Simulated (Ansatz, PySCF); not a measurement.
Te(SMe)(SiH3) (CH6SSiTe), SMILES CS[Te][SiH3]. Atoms are numbered in the order given.

```xyz
10

Te    -0.0330    -0.0640     0.8997
S      1.3945     0.7747    -0.9114
C      1.7920    -0.7601    -1.8247
H      2.3569    -1.4642    -1.1987
H      2.4193    -0.4469    -2.6741
H      0.8830    -1.2434    -2.2090
Si    -2.0715     0.1382    -0.5790
H     -1.8526    -0.6520    -1.8228
H     -2.3175     1.5633    -0.9284
H     -3.2407    -0.4132     0.1671
```
Charge 0, spin multiplicity 1.

The structure is a stationary point at B3LYP-D3(BJ)/def2-SVP. This is a generated structure with no PubChem entry under its InChIKey; it may be hypothetical. The def2 effective core potentials stand for the cores of Te; spin–orbit coupling is left out. The values are those of a single conformer.

Two levels are set side by side: PBE-D3(BJ)/def2-SVP (Ansatz, an electronic-structure program) and B3LYP-D3(BJ)/def2-SVP (Ansatz). Each level has its own optimised geometry; the coordinates shown are those of the second. Frequencies come from the Hessian of PySCF at each geometry. Differences are taken from unrounded values.

```csv
quantity,B3LYP-D3(BJ),PBE-D3(BJ),PBE-D3(BJ) minus B3LYP-D3(BJ)
mean bond length (Å),1.620,1.627,0.007
bond Te1–S2 (Å),2.454,2.451,-0.003
bond Te1–Si7 (Å),2.526,2.526,-0.001
bond S2–C3 (Å),1.830,1.829,-0.001
bond C3–H4 (Å),1.098,1.107,0.008
bond C3–H5 (Å),1.101,1.110,0.008
bond C3–H6 (Å),1.099,1.107,0.008
bond Si7–H8 (Å),1.490,1.504,0.014
bond Si7–H9 (Å),1.488,1.502,0.014
bond Si7–H10 (Å),1.492,1.507,0.014
highest harmonic wavenumber (cm⁻¹),3154,3092,-62
mean harmonic wavenumber (cm⁻¹),1168,1133,-35
zero-point energy (kcal/mol),40.08,38.89,-1.19
```

Exact exchange shortens and stiffens bonds; PBE has none. Differences between two approximate levels are no errors against the true value.
